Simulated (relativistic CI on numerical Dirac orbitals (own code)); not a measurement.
**Line list: Electric-dipole lines, Os55+**

Calculated at this level of theory: Dirac-Coulomb-Breit CI, orbitals from a KLI potential per configuration, model QED (radiative potential, 1s self-energy scaled to tabulated hydrogen-like ionisation energies), unscaled Slater integrals (own radial code, finite nucleus).

Configuration list (outside the closed core [Ne]): 3s²3p⁶3d³, 3s²3p⁵3d⁴, 3s3p⁶3d⁴, 3s²3p⁶3d²4s, 3s²3p⁶3d²4p, 3s²3p⁶3d²4d, 3s²3p⁵3d³4s, 3s²3p⁶3d²4f, 3s²3p⁵3d³4p, 3s3p⁶3d³4s, 3p⁶3d⁴4p, 3p⁶3d⁵, 3p⁵3d⁶, 3p⁵3d⁵4s, 3p⁶3d⁴4s, 3p⁵3d⁴4s², 3s²3p⁶3d4s², 3s²3p⁶4s²4p, 3s²3p⁶4s²4d. Double excitations out of closed p, d and f shells are left out; levels of such configurations are missing from the list, as are those of other unlisted configurations, and high levels can miss mixing partners. These lack a partner that the ground configuration has and come out too high: 3s²3p⁵3d³4p.

| λ vac (nm) | Lower | Upper | A (s⁻¹) | E lower (Ry) | E upper (Ry) |
| --- | --- | --- | --- | --- | --- |
| 1.6787 | 3s²3p⁶3d³ ²G7/2 [5] | 3s²3p⁵3d⁴ ²D°5/2 [145] | 4.10e+12 | 6.2739 | 60.5585 |
| 1.6927 | 3s²3p⁶3d³ ²H9/2 [4] | 3s²3p⁵3d⁴ ²F°7/2 [144] | 6.35e+12 | 6.2487 | 60.0838 |
| 1.7020 | 3s²3p⁶3d³ ⁴F9/2 [9] | 3s²3p⁵3d⁴ ⁴D°7/2 [164] | 3.67e+12 | 12.0158 | 65.5577 |
| 1.7045 | 3s²3p⁶3d³ ⁴F7/2 [8] | 3s²3p⁵3d⁴ ²F°5/2 [160] | 4.42e+12 | 11.6593 | 65.1206 |
| 1.7103 | 3s²3p⁶3d³ ²H11/2 [12] | 3s²3p⁵3d⁴ ²G°9/2 [165] | 5.69e+12 | 12.7470 | 66.0272 |
| 1.7269 | 3s²3p⁶3d³ ⁴F3/2 [1] | 3s²3p⁵3d⁴ ⁴D°1/2 [137] | 8.51e+12 | 0.0000 | 52.7691 |
| 1.7311 | 3s²3p⁶3d³ ²G9/2 [17] | 3s²3p⁵3d⁴ ²F°7/2 [189] | 5.37e+12 | 18.1995 | 70.8410 |
| 1.7325 | 3s²3p⁶3d³ ²H11/2 [12] | 3s²3p⁵3d⁴ ²H°11/2 [161] | 5.88e+12 | 12.7470 | 65.3465 |
| 1.7426 | 3s²3p⁶3d³ ²D5/2 [7] | 3s²3p⁵3d⁴ ²D°5/2 [145] | 4.30e+12 | 8.2663 | 60.5585 |
| 1.7485 | 3s²3p⁶3d³ ²G9/2 [17] | 3s²3p⁵3d⁴ ²H°11/2 [187] | 3.88e+12 | 18.1995 | 70.3161 |
| 1.7812 | 3s²3p⁶3d³ ²H9/2 [4] | 3s²3p⁵3d⁴ ²H°9/2 [140] | 3.32e+12 | 6.2487 | 57.4087 |
| 2.8438 | 3s²3p⁶3d³ ²H11/2 [12] | 3s²3p⁵3d⁴ ²G°9/2 [121] | 1.65e+12 | 12.7470 | 44.7909 |
| 2.8440 | 3s²3p⁶3d³ ⁴F5/2 [2] | 3s²3p⁵3d⁴ ⁴F°5/2 [73] | 1.14e+12 | 5.4866 | 37.5284 |
| 2.8525 | 3s²3p⁶3d³ ⁴F3/2 [1] | 3s²3p⁵3d⁴ ²D°3/2 [35] | 1.86e+12 | 0.0000 | 31.9461 |
| 2.8876 | 3s²3p⁶3d³ ²H9/2 [4] | 3s²3p⁵3d⁴ ²H°9/2 [77] | 1.54e+12 | 6.2487 | 37.8063 |
| 2.8956 | 3s²3p⁶3d³ ²D5/2 [7] | 3s²3p⁵3d⁴ ²D°5/2 [86] | 1.43e+12 | 8.2663 | 39.7373 |
| 2.8992 | 3s²3p⁶3d³ ²G7/2 [5] | 3s²3p⁵3d⁴ ²G°7/2 [74] | 1.42e+12 | 6.2739 | 37.7052 |
| 2.9153 | 3s²3p⁶3d³ ⁴F3/2 [1] | 3s²3p⁵3d⁴ ²F°5/2 [34] | 1.53e+12 | 0.0000 | 31.2581 |
| 2.9330 | 3s²3p⁶3d³ ⁴F9/2 [9] | 3s²3p⁵3d⁴ ²H°9/2 [109] | 1.22e+12 | 12.0158 | 43.0857 |
| 2.9628 | 3s²3p⁶3d³ ²H11/2 [12] | 3s²3p⁵3d⁴ ²H°11/2 [113] | 1.17e+12 | 12.7470 | 43.5038 |

Terms are leading LS components. Brackets give the number of a level in order of energy, since labels repeat. The list gives strong lines, with weight on those to low levels, without lines whose two gauges differ by over a factor of 2.5, among the lowest 200 of 2434 levels, so that lines to higher ones, which can be the strongest, are missing. Levels whose partners in the same complex of configurations lie outside the list can be far off, and so can their lines. Rates are taken at the computed energies, electric ones in the length gauge.

At this charge energies of transitions that change n are usually good to better than 1 %, and those within a shell (Δn = 0) to a few per cent.

LS names give the leading component of a level, which can be under half, so a name can repeat, a term be missing and a line seem to break the LS rules.
